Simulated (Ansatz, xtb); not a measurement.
Breaking the B1–H3 bond in aminoborane (SMILES BN) (multiplicity 1 held, fragments rigid). Energies count from the point at 1.193 Å.
Geometry at that point (charge 0, multiplicity 1):
```xyz
6

B     -0.77598     0.04477    -0.00303
N      0.60928    -0.03515     0.00238
H     -1.41382    -0.96287    -0.03106
H     -1.29389     1.11910     0.02047
H      1.20971     0.77280     0.02532
H      1.11297    -0.90681    -0.01625
```

Active spaces are followed from a long bond inwards. Levels need not reach the same state.

Frozen-core correlation.

Run with Ansatz (a program for electronic structure); xtb for the GFN methods.  The GFN methods have no spin term and hold the electronic entropy of 300 K.

Question: What energy at R = 3.817 Å does FIC-MRCISD+Q on CASSCF(2,2)/cc-pVDZ give?

Answer: 4.62 eV

Question: Estimate the energy at R = 3.817 Å that GFN2-xTB returns for this input.

Answer: 5.25 eV

Question: What is the computed energy at R = 3.817 Å (CASSCF(2,2)/cc-pVDZ)?

Answer: 4.19 eV
